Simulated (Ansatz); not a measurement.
Born–Oppenheimer molecular dynamics of a periodic cell of 17 atoms, Ge$_{16}$N (host Ge, host structure diamond, interstitial N). It starts from a relaxed structure.

These are results of Ansatz 0.2.0, DFT PBE, scalar-relativistic, plane waves, PAW, not measurements. Settings: accuracy low, PAW set soft_1, cutoff 420 eV, k mesh 2x2x2, fermi-dirac smearing 0.05 eV, no spin polarisation.

```yaml
ensemble: NVE (velocity Verlet)
time_step: 1.5 fs
steps_asked: 150
starting_velocities_drawn_for: 1800 K
seed: 892710
```

First frame:

```xyz
17
Lattice="0.0000 5.6600 5.6600 5.6600 0.0000 5.6600 5.6600 5.6600 0.0000" Properties=species:S:1:pos:R:3
Ge 0.129 0.287 -0.125
Ge 1.507 1.323 1.645
Ge 2.543 2.702 -0.124
Ge 4.369 4.122 1.297
Ge 3.035 -0.205 2.623
Ge 4.018 1.318 4.152
Ge 5.791 2.700 3.121
Ge 7.172 4.472 4.153
Ge 0.042 2.788 2.919
Ge 1.434 4.314 4.227
Ge 2.933 5.557 2.727
Ge 4.175 7.056 4.227
Ge 2.745 2.786 5.615
Ge 4.457 4.033 6.863
Ge 5.703 5.746 5.615
Ge 7.094 7.056 7.142
N 6.519 7.631 10.465
```

Question: What does the run give?

Answer: The run went to its last step.

```yaml
steps_done: 150
time_covered: 225 fs
mean_temperature_over_the_second_half: 680 K
spread_of_the_potential_energy_over_the_second_half: 7.8 meV per atom
mean_potential_energy_of_the_second_half_above_the_start: 136.4 meV per atom
```

The conserved energy stayed within 0.18 meV per atom of its start (net change 0.1 meV per atom), so the integration is sound. A run of 0.23 ps of so small a system gives no equilibrium averages. Limits of this set-up: coarse k mesh, odd electron count without spin, a small cell, in which the defect meets its images, low accuracy level.

Question: What happens to the structure?

Answer: Mean squared displacements from the first frame to the last, about the centre of mass: Ge 0.23 Å², N 0.82 Å². Another seed would give other details.

Question: How do temperature and energy run in time?

Answer: 
| time (fs) | T (K) | potential energy less start (eV) | conserved less start (meV/atom) |
| --- | --- | --- | --- |
| 0 | 1800 | 0.000 | 0.00 |
| 7.5 | 1621 | 0.370 | 0.02 |
| 15 | 1202 | 1.238 | 0.12 |
| 22.5 | 817 | 2.036 | 0.17 |
| 30 | 639 | 2.404 | 0.16 |
| 37.5 | 639 | 2.404 | 0.13 |
| 45 | 712 | 2.253 | 0.11 |
| 52.5 | 799 | 2.072 | 0.11 |
| 60 | 881 | 1.902 | 0.11 |
| 67.5 | 936 | 1.788 | 0.10 |
| 75 | 946 | 1.768 | 0.11 |
| 82.5 | 929 | 1.803 | 0.12 |
| 90 | 914 | 1.834 | 0.11 |
| 97.5 | 874 | 1.917 | 0.10 |
| 105 | 777 | 2.117 | 0.11 |
| 112.5 | 651 | 2.378 | 0.13 |
| 120 | 571 | 2.544 | 0.15 |
| 127.5 | 580 | 2.525 | 0.13 |
| 135 | 629 | 2.424 | 0.11 |
| 142.5 | 642 | 2.397 | 0.11 |
| 150 | 622 | 2.439 | 0.14 |
| 157.5 | 650 | 2.381 | 0.13 |
| 165 | 699 | 2.278 | 0.11 |
| 172.5 | 726 | 2.223 | 0.12 |
| 180 | 746 | 2.181 | 0.12 |
| 187.5 | 764 | 2.146 | 0.12 |
| 195 | 764 | 2.145 | 0.11 |
| 202.5 | 728 | 2.220 | 0.11 |
| 210 | 666 | 2.347 | 0.15 |
| 217.5 | 691 | 2.296 | 0.15 |
| 225 | 804 | 2.062 | 0.10 |

The run took 21 min on 2 threads of Arm Neoverse V1, with other jobs on the host, peak memory 1.2 GiB.
